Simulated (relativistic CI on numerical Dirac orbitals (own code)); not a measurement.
Method of calculation: Dirac-Coulomb-Breit CI, orbitals from a KLI potential per configuration, QED by a radiative potential, unscaled Slater integrals (own radial code, finite nucleus).

Configuration list: 1s², 1s2s, 1s2p, 1s3s, 1s3p, 1s3d, 1s4s, 1s4p, 1s4d, 1s4f, 1s5s, 1s5p, 1s5d, 1s5f, 1s5g, 1s6s, 1s6p, 1s6d, 2s². Levels of other configurations are missing.

At this charge energies of transitions that change n are usually good to better than 1 %, and those within a shell (Δn = 0) to a few per cent.

Outline of the computed level scheme of Er LXVII. Lowest level of each configuration: 1s² ¹S0 at 0.0 eV; 1s2s ³S1 at 49125.3 eV; 1s2p ³P°1 at 49228.8 eV; 1s3s ³S1 at 58559.9 eV; 1s3p ³P°1 at 58587.7 eV; 1s3d ³D2 at 58917.5 eV; 1s4s ³S1 at 61803.8 eV; 1s4p ³P°1 at 61815.1 eV; 1s4d ³D2 at 61953.4 eV.

Some strong electric-dipole decays among the lowest 27 levels: 1s2p ¹P°1 → 1s² ¹S0 (1.6e+16 s⁻¹); 1s2p ³P°1 → 1s² ¹S0 (8.4e+15 s⁻¹); 1s3p ¹P°1 → 1s² ¹S0 (4.6e+15 s⁻¹); 1s3p ³P°1 → 1s² ¹S0 (2.1e+15 s⁻¹); 1s4p ¹P°1 → 1s² ¹S0 (1.9e+15 s⁻¹); 1s3d ³D3 → 1s2p ³P°2 (1.3e+15 s⁻¹); 1s3d ³D2 → 1s2p ³P°1 (1.2e+15 s⁻¹); 1s3d ¹D2 → 1s2p ¹P°1 (1.2e+15 s⁻¹).

LS names give the leading component of a level, which can be under half, so a name can repeat, a term be missing and a line seem to break the LS rules.
